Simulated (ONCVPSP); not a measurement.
# Hf, ONCV: configuration errors across variants

hafnium (Hf), optimised norm-conserving Vanderbilt (ONCV), made with ONCVPSP 4.0.1 (PW91, scalar-relativistic). Core [Kr] 4d10 4f14 5s2, reference 5p6 5d2 6s1.5 (charge +0.5). Waves: 6s: rc 2.95 bohr, ncon 4, nbas 7, qcut 2 1/bohr, 1 projector; 5p: rc 1.90 bohr, ncon 5, nbas 9, qcut 7.1 1/bohr, 2 projectors, debl 0.9 Ha; 5d: rc 2.05 bohr, ncon 4, nbas 7, qcut 5.2 1/bohr, 2 projectors, debl 2 Ha. Local part: polynomial inside 1.30 bohr (lpopt 3, dvloc0 4 Ha). Core correction: polynomial model core, fcfact 0.55.

In the p channel the program set the typed energies aside and used -1.431, 0.250 Ha.

All-electron excitation energies from the reference (eV): (1) 5p6 5d2 6s2 -3.280; (2) 5p6 5d2 6s1 4.752; (3) 5p6 5d2 6s0 18.974; (4) 5p6 5d3 6s0 6.752.

3 further variants failed, have other tests or another functional or relativity, and are left out.

A true bound ghost makes a file unfit for plane-wave use even where its test errors are small: the radial tests pick states by their node count and pass the ghost by.

Errors AE − PS in meV (a dash: test not solved or not reliable):

```csv
change,(1),(2),(3),(4),bound ghosts,GHOST(+) flags above zero
base,+0.5,-2.7,-23,-39,s,none
d: qcut 6.6,+0.5,-2.7,-23,-40,s,none
s: rc 3.14,+0.6,-2.7,-25,-31,s,none
"core correction polynomial model core, fcfact 0.54",+0.5,-2.7,-23,-39,s,none
s: qcut 1.3,+0.9,-2.3,-21,-20,s,none
"local potential polynomial inside 1.30 bohr (lpopt 3, dvloc0 -1.5 Ha)",+0.8,-2.4,-23,-39,s,none
"all radii but the core radius scaled by about 0.96 (s 2.82, p 1.82, d 1.96 bohr); local potential polynomial inside 1.24 bohr (lpopt 3, dvloc0 4 Ha)",+0.4,-2.7,-23,-44,s,none
s: qcut 1.5; p: qcut 5.4; d: qcut 3.9,+0.9,-2.3,-20,-20,s,none
```

Question: Give the same row for: d: rc 2.3.

Answer: +0.5, -2.6, -22, -37; bound ghosts: s; GHOST(+) flags above zero: d.
